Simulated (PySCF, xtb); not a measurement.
Cl₂HOSb, SMILES [Sb]([Cl])([Cl])[OH].

xtb with GFN2-xTB at its own geometry gives an orbital gap of 4.69 eV and a dipole moment of 1.66 D.

Coordinates come from a B3LYP-D3(BJ)/def2-SVP optimisation. The def2 effective core potentials stand for the cores of Sb; spin–orbit coupling is left out. Other conformers were not sampled.

Task: What does ωB97X/def2-TZVPD (PySCF) give? (The exact figures need the calculation; the answer reports its results.)

Result: gap 10.86 eV (levels -10.92 and -0.07 eV), dipole 1.86 D.
